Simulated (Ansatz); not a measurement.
Mulliken charges of `ClC1=N[SiH2]1` from B3LYP/def2-TZVPP in Ansatz (PBE0-D4/def2-TZVP geometry).

| atom | x (Å) | y (Å) | z (Å) | charge (e) |
| --- | --- | --- | --- | --- |
| Cl1 | -1.232 | -2.329 | 0.031 | -0.038 |
| C2 | -0.266 | -0.920 | 0.027 | 0.023 |
| N3 | 0.990 | -0.796 | 0.131 | -0.235 |
| Si4 | 0.171 | 0.797 | -0.045 | 0.339 |
| H5 | 0.301 | 1.512 | -1.329 | -0.044 |
| H6 | 0.079 | 1.672 | 1.140 | -0.044 |

Question: By hand: the dipole of these point charges (1 e Å = 4.8032 D).

Answer: Σ q r = (-0.151, 0.384, -0.038) e Å, of length 0.414 e Å = 1.99 D.

Question: How does the dipole of the full density compare? (Estimate.)

Answer: Computed: (-0.191, 0.475, -0.048) e Å, 2.47 D; the point charges give 0.81 times that, at 0° from its direction.

Point charges leave out the atoms' own dipoles, such as those of lone pairs, and Mulliken's split depends on the basis, so the two needn't agree.

B3LYP here is the variant with VWN-RPA as its local correlation; programs differ in this.
